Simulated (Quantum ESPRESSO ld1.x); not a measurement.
Problem. Hg XXXII, 49 electrons, occupied as [Kr] 4d10 4f3. Calculated with ld1.x of Quantum ESPRESSO 7.5: Dirac Kohn-Sham, PBE, spin-unpolarised, spherical densities, point nucleus; open shells are shared between the two j in proportion to 2j + 1. Some entries of the table are withheld. Estimate them.

orbital,occ.,eigenvalue (hartree),r(max) (bohr)
1s1/2,2,-3093.26,0.010
2s1/2,2,-581.869,0.059
2p1/2,2,-559.802,0.044
2p3/2,4,-488.241,0.051
3s1/2,2,-169.578,0.167
3p1/2,2,-159.727,(1)
3p3/2,4,-143.751,(2)
3d3/2,4,-127.556,0.134
3d5/2,6,-124.137,0.137
4s1/2,2,-66.2219,0.366
4p1/2,2,-61.9563,0.363
4p3/2,4,-57.5045,0.390
4d3/2,4,(3),0.378
4d5/2,6,(4),0.384
4f5/2,1.28571,(5),0.324
4f7/2,1.71429,(6),0.330

Solution. 
(1) 3p1/2 r(max) (bohr): 0.155
(2) 3p3/2 r(max) (bohr): 0.171
(3) 4d3/2 eigenvalue (hartree): -50.5768
(4) 4d5/2 eigenvalue (hartree): -49.6755
(5) 4f5/2 eigenvalue (hartree): -41.0682
(6) 4f7/2 eigenvalue (hartree): -40.8283
